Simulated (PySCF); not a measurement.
BFH2Se2, SMILES FB([SeH])[SeH].

The structure is a stationary point at B3LYP-D3(BJ)/def2-SVP. This is a generated structure with no PubChem entry under its InChIKey; it may be hypothetical. One conformer was computed; it need not be the lowest.

Computed with PySCF with B3LYP-D3(BJ)/def2-SVP.

Frequencies are harmonic and unscaled.

Computed vibrational spectrum:
```
mode  ν (cm⁻¹)  IR (km/mol)  Raman (Å⁴/amu)  depolarisation  moving atoms (share of kinetic energy)
----  --------  -----------  --------------  --------------  --------------------------------------
1          145          0.6             1.1            0.31                         Se 77 %, F 12 %
2          240         15.0             3.9            0.75                                  H 97 %
3          273          2.9             0.5            0.75                         F 75 %, Se 24 %
4          326          0.3             9.3            0.75                           H 88 %, B 9 %
5          377          1.8             8.5            0.14                 F 40 %, Se 36 %, B 18 %
6          461          3.2             4.5            0.75                   B 79 %, F 11 %, H 9 %
7          675         34.8            11.7            0.54                          H 82 %, B 13 %
8          745         27.4            14.5            0.71                           H 88 %, F 9 %
9          908        254.3             0.2            0.55                          B 79 %, H 16 %
10        1297        224.4             1.5            0.66                          B 69 %, F 29 %
11        2409          9.0           225.4            0.25                                  H 99 %
12        2418         12.5            75.5            0.41                                  H 99 %
```
